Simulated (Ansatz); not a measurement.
A nudged elastic band was laid between two geometries of BClF$_{2}$H$_{5}$NSi (11 atoms, charge 0, multiplicity 1).

Computed with RKS BLYP-D4/def2-SVP in Ansatz.

* movable images: 5
* climbing image: yes
* spring: 5.0 eV/Å²
* optimiser: quadratic models (default)
* start path: through a guess of the saddle point
* force threshold: 0.03 eV/Å
* iteration limit: 60
* end points: relaxed

Image 0:

```xyz
11
Properties=species:S:1:pos:R:3
B 0.037 -0.188 0.251
Cl 0.111 0.864 1.817
F 1.204 -0.154 -0.475
F -1.105 0.019 -0.484
N -0.076 -1.753 0.834
H 0.006 -2.383 0.017
Si 1.166 -2.170 2.152
H 1.392 -3.644 1.992
H 2.410 -1.411 1.876
H 0.535 -1.888 3.468
H -1.040 -1.871 1.186
```

Image 6:

```xyz
11
Properties=species:S:1:pos:R:3
B 0.222 -0.917 -0.360
Cl -0.592 1.029 2.557
F 1.441 -0.412 -0.588
F -0.750 -0.662 -1.244
N -0.025 -1.703 0.807
H -0.950 -2.145 0.849
Si 1.221 -2.298 1.952
H 1.975 -3.454 1.367
H 2.157 -1.177 2.257
H 0.484 -2.749 3.174
H -0.541 -0.091 1.862
```

Problem. Which bonds break or form, and what moves?

Solution. Bonds broken: B1–Cl2, N5–H11. Bonds formed: Cl2–H11. BClF2H5NSi becomes BF2H4NSi + ClH.

Problem. What energy profile does the band end with?

Solution. It converged. The highest image is number 3 of 0 to 6, 0.92 eV above the first end and 0.59 eV above the last; the last end lies 0.33 eV above the first. The profile has 2 maxima (images 1, 3) with wells between them (image 2): this band takes more than one step, which may be the mechanism or a detour left from its start path. A vibrational analysis at the climbing image gives one clearly imaginary mode, 909i cm⁻¹: a first-order saddle point. The orbitals stay closed-shell, which can raise the energy where a bond breaks towards radicals; this wasn't checked here.

```csv
image,path coordinate (Å),energy (eV),B1–Cl2 (Å),N5–H11 (Å),Cl2–H11 (Å)
0,0.00,0.00,1.89,1.03,3.03
1,1.37,0.02,1.88,1.03,2.80
2,2.73,0.00,1.87,1.03,2.66
3,4.10,0.92,2.46,1.30,1.59
4,4.70,0.43,2.97,1.84,1.33
5,5.29,0.34,3.41,2.01,1.32
6,5.89,0.33,3.60,1.99,1.32
```

Problem. What is the geometry of the highest image?

Solution. 
```xyz
11
Properties=species:S:1:pos:R:3:forces:R:3
B 0.115 -0.636 -0.045 -0.01 0.02 0.00
Cl -0.604 1.143 1.495 0.00 0.00 0.00
F 1.386 -0.324 -0.325 0.01 -0.01 0.00
F -0.804 -0.635 -1.013 0.00 -0.01 0.00
N -0.123 -1.529 1.169 0.00 -0.01 -0.01
H -0.974 -2.100 1.061 0.00 0.00 0.00
Si 1.277 -2.364 1.974 0.00 0.00 0.00
H 1.965 -3.271 1.006 0.00 0.00 0.00
H 2.187 -1.292 2.463 0.00 0.00 0.00
H 0.690 -3.150 3.101 0.00 0.00 0.00
H -0.473 -0.422 1.749 0.00 0.01 0.00
```

Time of the run: 110 s on 4 threads of Intel(R) Xeon(R) 6975P-C (Granite Rapids), on a shared host, peak memory 0.18 GiB.
